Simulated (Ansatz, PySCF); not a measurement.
Noncovalent pair: HF (SMILES F) (first 2 atoms) with HBr (SMILES Br); geometry from B3LYP-D3(BJ)/def2-TZVP.
(charge 0, multiplicity 1):
```xyz
4

F     -0.36219     0.13537     0.36942
H     -0.22032    -0.77429     0.26520
Br    -0.04214     0.92178     3.73986
H     -0.21402     0.81032     2.32466
```

Counterpoise-corrected where a basis set is named; no monomer relaxation. Rows marked so take none.

Frozen-core correlation. Filled d and f shells under p-block atoms count as core. CBS: X⁻³ extrapolation of the correlation energy, Hartree–Fock from the larger set. Rows in 6-31G* carry no dispersion term and start afresh at each structure (6-31G* with six Cartesian d functions); the Pople sets are all-electron and without relativity.

The values were computed with Ansatz (Gaussian basis) for Hartree–Fock, density functionals and correlated methods; PySCF for 6-31G* rows, the dispersion terms. Each number belongs to the level named beside it.

```tsv
level	interaction energy (meV)
HF/6-31G*	-70.4
PBE/def2-TZVPPD	-98.3
BLYP/def2-TZVPPD	-60.4
B3LYP-D3(BJ)/def2-TZVPPD	-101.5
M06-2X/6-31G* (no counterpoise)	-209.4
wB97M-V/def2-TZVPPD	-98.2
SCS-MP2/aug-cc-pVQZ	-82.4
CCSD/aug-cc-pVDZ	?
CCSD(T)/CBS(aug-cc-pVTZ, aug-cc-pVQZ)	-101.3
```

Task: What belongs in the gaps?

Result: 
- CCSD/aug-cc-pVDZ, interaction energy (meV): -73.7

Ansatz is a program for electronic structure.
